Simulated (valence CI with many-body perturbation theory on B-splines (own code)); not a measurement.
Cd33+: fill in the table

Calculated by valence CI with perturbative core correlation (CI+MBPT): five valence electrons over a frozen Dirac-Fock core [Ne], a basis of 11 s, 11 p, 10 d, 8 f, 5 g, 2 h functions for each j, with the one-electron correlation potential Σ1, the two-electron term Σ2, the three-electron term Σ3, Breit, model QED; selected CI, second order for the rest, scaled by the run's own slope (own B-spline code, finite nucleus).

The last digits are not significant, and no measured levels were compared; by estimate large intervals hold to a few tenths of a per cent, small ones and those within an open d or f shell to about a per cent. Among the levels kept, up to 4200 cm⁻¹ of a level comes from second order outside the variational space, and about a tenth of that is noise between levels of different J, which matters for small intervals.

```csv
Level,E (cm⁻¹)
(3s^2 3p1/2^2 3p3/2) J=3/2,0
(3s^2 3p1/2 3p3/2^2) J=3/2,312950
(3s^2 3p1/2 3p3/2^2) J=5/2,368640
(3s^2 3p1/2 3p3/2^2) J=1/2,437720
(3s^2 3p3/2^3) J=3/2,755930
(3s 3p1/2^2 3p3/2^2) J=5/2,?
(3s^2 3p1/2^2 3d3/2) J=3/2,1031700
(3s 3p1/2^2 3p3/2^2) J=1/2,1161000
(3s 3p1/2^2 3p3/2^2) J=3/2,1181700
(3s^2 3p1/2^2 3d5/2) J=5/2,?
(3s 3p1/2 3p3/2^3) J=3/2,1345000
(3s^2 3p1/2 3p3/2 3d3/2) J=5/2 [a],?
(3s^2 3p1/2 3p3/2 3d3/2) J=3/2 [a],1356600
(3s^2 3p1/2 3p3/2 3d3/2) J=1/2 [a],1361000
(3s^2 3p1/2 3p3/2 3d3/2) J=7/2,?
(3s 3p1/2 3p3/2^3) J=5/2,1410800
(3s^2 3p1/2 3p3/2 3d5/2) J=7/2 [a],1441200
(3s^2 3p1/2 3p3/2 3d5/2) J=9/2,1496300
(3s 3p1/2 3p3/2^3) J=1/2,?
(3s^2 3p1/2 3p3/2 3d5/2) J=5/2 [a],?
```

Levels are named by their leading jj configuration (3d3/2^4 stands for four electrons in 3d with j = 3/2), which in mixed levels can hold well under half, so a name can repeat and another be missing. Letters in brackets count levels of one name in rising energy.

Task: The levels stand in rising order. What does the calculation give for the missing energies?

Result: (3s 3p1/2^2 3p3/2^2) J=5/2 1004100; (3s^2 3p1/2^2 3d5/2) J=5/2 1196100; (3s^2 3p1/2 3p3/2 3d3/2) J=5/2 [a] 1354100; (3s^2 3p1/2 3p3/2 3d3/2) J=7/2 1405700; (3s 3p1/2 3p3/2^3) J=1/2 1516300; (3s^2 3p1/2 3p3/2 3d5/2) J=5/2 [a] 1522300.
